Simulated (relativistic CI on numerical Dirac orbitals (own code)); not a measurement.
Crystal-field levels of Ta²⁺, 5d3

Calculated by Dirac-Coulomb-Breit CI, KLI orbitals optimised for each configuration, QED by a radiative potential, valence Slater integrals scaled by 0.75, one configuration in a parametric crystal field (own radial code).

Field parameters in Wybourne normalisation: Oh B⁴₀ = 21Dq, B⁴₄ = √(5/14) B⁴₀. The field is a parameter set, without covalency.

S is read from ⟨S²⟩ = S(S + 1).

Levels (cm⁻¹, degeneracy): 0 (4), 9099 (4), 9742 (4), 10396 (2), 13780 (2), 14082 (4), 15175 (4), 15428 (2), 15807 (2), 16286 (4), 19577 (2), 20373 (4).

Which field gives this pattern?
A. Oh, 10Dq = 14350 cm⁻¹
B. Oh, 10Dq = 32050 cm⁻¹
C. Oh, 10Dq = 23200 cm⁻¹
D. Oh, 10Dq = 36450 cm⁻¹

A. Oh, 10Dq = 14350 cm⁻¹, ground level with S = 1.48.
